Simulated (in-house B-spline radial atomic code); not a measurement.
PBE hybrid excitations of Be2+

Method: PBE hybrid with 0.9 exact exchange. Computed with a B-spline radial code for spherical atoms: linear response of the closed shell 1s2 with the functional's adiabatic kernel; non-relativistic, point nucleus, no spin-orbit coupling, no double excitations, S, P, D and F terms only.

Command:
```bash
python run_td.py task.json out
```
Settings (radii: box in bohr, nucleus in fm):
```
Z                        4
electrons                2
configuration            1s2
hamiltonian              nr
method                   pbeh
box_radius               29.48
exact_exchange_fraction  0.9
intervals                47
```

Run time, properties included: 0.1 s on 1 thread of Arm Neoverse N1 (shared host).

The lowest states, in the order of their Tamm-Dancoff energies; the method's threshold (minus the highest occupied level) is 152.82 eV. Labels give the largest channel, * marks a mixed state, and oscillator strengths are full-response dipole values. Semilocal kernels can invert the small singlet-triplet splittings of Rydberg terms. Energies in eV:

```
     state  full response  Tamm-Dancoff  oscillator strength
1s → 2s 3S         118.45        118.52                    -
1s → 2p 3P         121.95        121.98                    -
1s → 2s 1S         121.97        122.02                    -
1s → 2p 1P              ?             ?                    ?
1s → 3s 3S         138.60        138.61                    -
1s → 3s 1S              ?             ?                    -
1s → 3p 3P         139.51        139.51                    -
1s → 3d 3D         140.02        140.02                    -
1s → 3d 1D         140.04        140.04                    -
1s → 3p 1P         140.06        140.06                0.123
```

(1) Where does 1s → 2p 1P lie?

(2) Where does 1s → 3s 1S lie?

(3) How large is the singlet-triplet splitting of 1s → 2s (S terms) in Tamm-Dancoff?

(4) What polarisabilities and dispersion coefficient does the method give?

Results:

(1) At 123.98 eV in full response, 124.00 eV in Tamm-Dancoff, oscillator strength 0.539.

(2) At 139.47 eV in full response, 139.48 eV in Tamm-Dancoff.

(3) 3.49 eV, from the unrounded values.

(4) Dipole 0.05199 bohr³, quadrupole 0.01521 bohr⁵, C6 0.01113 hartree·bohr⁶ for two such species.
